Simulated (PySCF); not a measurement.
C2H10N2Si2, SMILES CN[Si@@H]1NC[SiH2]1.

Geometry optimised at B3LYP-D3(BJ)/def2-SVP. The structure was generated by enumeration; whether it is a known compound was not checked. The values are those of a single conformer.

All values below come from PySCF 2.14.0 with TDA-PBE/def2-SVPD.

Vertical excitations. Gas-phase values at a fixed geometry.

Computed excitation energies, oscillator strengths and character:
```tsv
state	energy (eV)	λ (nm)	f	main pairs
S1	4.76	261	0.020	HOMO→LUMO 94 %
S2	4.94	251	0.011	HOMO→LUMO+1 86 %
S3	5.03	246	0.007	HOMO−1→LUMO 83 %
S4	5.24	236	0.029	HOMO−1→LUMO+1 49 %, HOMO→LUMO+2 28 %, HOMO−1→LUMO+2 17 %
S5	5.32	233	0.035	HOMO−1→LUMO+1 37 %, HOMO→LUMO+2 32 %, HOMO→LUMO+3 16 %, HOMO−1→LUMO 6 %
S6	5.41	229	0.014	HOMO→LUMO+3 79 %
T1	4.45	279	0	HOMO→LUMO 95 %
T2	4.60	270	0	HOMO→LUMO+1 88 %
```
Triplets are in the Tamm–Dancoff approximation.
